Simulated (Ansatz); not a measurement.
Sb(F)2(OMe) (CH₃F₂OSb), SMILES C[O][Sb]([F])[F].

Geometry optimised at B3LYP-D3(BJ)/def2-SVP. The structure was generated by enumeration; whether it is a known compound was not checked. The def2 effective core potentials stand for the cores of Sb; spin–orbit coupling is left out. The values are those of a single conformer.

Two levels are set side by side: PBE/def2-SVPD (Ansatz, an electronic-structure program) and PBE0/def2-SVPD (Ansatz). Energy differences of separate SCF runs at the same geometry; the states with an electron removed or added have multiplicity 2 and 2. Differences are taken from unrounded values.

```
quantity                            PBE0    PBE  PBE minus PBE0
---------------------------------  -----  -----  --------------
vertical ionisation energy (eV)    10.76  10.50           -0.26
vertical singlet–triplet gap (eV)   5.28   5.07           -0.21
```
